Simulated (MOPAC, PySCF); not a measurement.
[Mo(Cl)6], neutral singlet in the gas phase. 

Cartesian coordinates (Å):
```xyz
7

Mo     0.0003     0.0003    -0.0004
Cl     1.8615    -0.2020    -1.3602
Cl    -1.2490     0.7111    -1.8136
Cl     0.5743     2.1940     0.4643
Cl    -0.5745    -2.1932    -0.4645
Cl     1.2501    -0.7099     1.8127
Cl    -1.8611     0.2017     1.3593
```
Charge 0, multiplicity 1.

All levels are single points at this geometry (TPSS-D3(BJ)/def2-SVP); Pople sets use spherical d functions. Orbital energies aren't observables, and empty levels follow the basis.

| level | HOMO (eV) | LUMO (eV) | gap (eV) | dipole (D) | vertical IE, Delta-SCF (eV) |
|---|---|---|---|---|---|
| B3LYP-D3(BJ)/def2-TZVP in PySCF | -8.91 | -6.08 | 2.83 | 0.00 | – |
| TPSSh-D3(BJ)/def2-TZVP in PySCF | -8.49 | -6.21 | 2.27 | 0.00 | – |
| B3LYP/6-31G* (LANL2DZ on Mo) in PySCF | -9.08 | -6.54 | 2.54 | 0.00 | 10.95 |
| SVWN5/6-31G* (LANL2DZ on Mo) in PySCF | -8.10 | -6.77 | 1.33 | 0.01 | – |
| PM6 in MOPAC | -11.10 | -2.26 | 8.84 | 0.00 | – |
| PM7 in MOPAC | -11.90 | -3.26 | 8.64 | 0.00 | – |
